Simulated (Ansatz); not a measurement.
One change: `C=[CH][AlH][F]` becomes `C=[CH][GaH][F]`.

Ansatz, PBE0-D4/def2-TZVP geometries, multiplicity 1. Each molecule was computed in one conformer, which needn't be the lowest.

Scalar relativity is left out up to krypton.

```tsv
property	`C=[CH][AlH][F]`
HOMO–LUMO gap (ωB97M-V/def2-TZVPP) / eV	10.99
HOMO energy (PBE0/def2-TZVPP) / eV	-8.36
zero-point energy (PBE0-D4/def2-TZVP) / kJ/mol	134.3
LUMO energy (B3LYP/def2-TZVPP) / eV	-1.63
size of the dipole moment (ωB97M-V/def2-TZVPP) / D	1.94
HOMO energy (PBE/def2-TZVPP) / eV	-7.03
```

**Question.** Give the same properties after the change, and the shifts. (An estimate is asked.)

**Answer.** Computed: 
```csv
property,`C=[CH][GaH][F]`,shift
HOMO–LUMO gap (ωB97M-V/def2-TZVPP) / eV,10.85,-0.14
HOMO energy (PBE0/def2-TZVPP) / eV,-8.44,-0.08
zero-point energy (PBE0-D4/def2-TZVP) / kJ/mol,133.0,-1.3
LUMO energy (B3LYP/def2-TZVPP) / eV,-1.92,-0.29
size of the dipole moment (ωB97M-V/def2-TZVPP) / D,2.82,0.88
HOMO energy (PBE/def2-TZVPP) / eV,-7.09,-0.06
```

With PBE0 the HOMO falls by 0.08 eV and the LUMO falls by 0.26 eV, so the gap narrows by about 0.18 eV. PBE moves the HOMO by -0.06 eV and ωB97M-V by -0.07 eV. Dipoles are sizes alone; their direction can turn.

B3LYP here is the variant with VWN-RPA as its local correlation; programs differ in this.
